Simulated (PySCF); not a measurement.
From computed data to an observable: dipole moment from atomic charges

SiCl₂FI, SMILES F[Si](Cl)(Cl)I. Atoms are numbered in the order given.

```xyz
5

F     -1.1268    -1.8720     0.0000
Si    -0.8546    -0.2887     0.0000
Cl    -1.7238     0.4915     1.6645
Cl    -1.7238     0.4915    -1.6645
I      1.5229     0.0789     0.0000
```
Charge 0, spin multiplicity 1.

Geometry: PBE0-D3(BJ)/def2-SVP. This is a generated structure with no PubChem entry under its InChIKey; it may be hypothetical. The def2 effective core potentials stand for the cores of I; spin–orbit coupling is left out.

Charges (e) from PBE/def2-TZVP (PySCF):

```json
[
 {"atom": "F1", "ESP fit": "-0.032", "Mulliken": "-0.233"},
 {"atom": "Si2", "ESP fit": "-0.144", "Mulliken": "0.581"},
 {"atom": "Cl3", "ESP fit": "0.047", "Mulliken": "-0.145"},
 {"atom": "Cl4", "ESP fit": "0.047", "Mulliken": "-0.145"},
 {"atom": "I5", "ESP fit": "0.082", "Mulliken": "-0.059"}
]
```

The dipole moment of the full density is 0.92 D.

### Question
What dipole moment does each set of point charges give, and which comes closer to that of the density?

### Answer

μ = Σ q r, and 1 e Å = 4.8032 D.
ESP fit: Σ q r = (0.122, 0.154, 0.000) e Å, |μ| = 0.94 D.
Mulliken: Σ q r = (0.176, 0.121, 0.000) e Å, |μ| = 1.03 D.
ESP fit comes closer in size. Point charges leave out the atoms' own dipoles (lone pairs, polarised bonds); fits to the potential absorb them, partitions of the density don't.
